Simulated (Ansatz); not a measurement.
Consider the ligand exchange at the Si–O bond: `CC(=N)O[SiH2]O` + H–F → `O[SiH2]F` + `CC(=N)O`.

Program: Ansatz. Geometries: PBE0-D4/def2-TZVP. ΔE: electronic, gas phase. CBS: MP2 limit from def2 TZ/QZ plus the TZ coupled-cluster correction, frozen cores. This one scheme is used for every species. DFT in def2-TZVPP. One conformer a species, not always the lowest.

**Question.** Is it downhill or uphill in electronic energy at CCSD(T)/CBS, and by how much? (Best estimate.)

**Answer.** The calculation gave: Downhill: ΔE = -9.1 kcal/mol.

**Question.** What do these levels give: r2SCAN-D4, r2SCAN, PBE0, SCS-MP2/def2-QZVPP, MP2/CBS(def2), CCSD/CBS(def2)? (Estimate.)

**Answer.** The calculation gave: r2SCAN-D4 -10.7, r2SCAN -11.2, PBE0 -11.1, SCS-MP2/def2-QZVPP -10.0, MP2/CBS(def2) -8.6, CCSD/CBS(def2) -9.9 kcal/mol.

Largest T1 diagnostic among the species: 0.013.

In def2-TZVPP, CCSD(T) changes the Hartree–Fock value by +4.7 kcal/mol (the triples alone add +0.8 kcal/mol) and MP2 by +5.2 kcal/mol. The D4 term adds +3.1 kcal/mol with B3LYP and +1.7 kcal/mol with PBE0; it sums over pairs of atoms, weighted by their polarisabilities, and B3LYP, whose exchange is more repulsive, gets the larger term.

B3LYP here is the variant with VWN-RPA as its local correlation; programs differ in this.
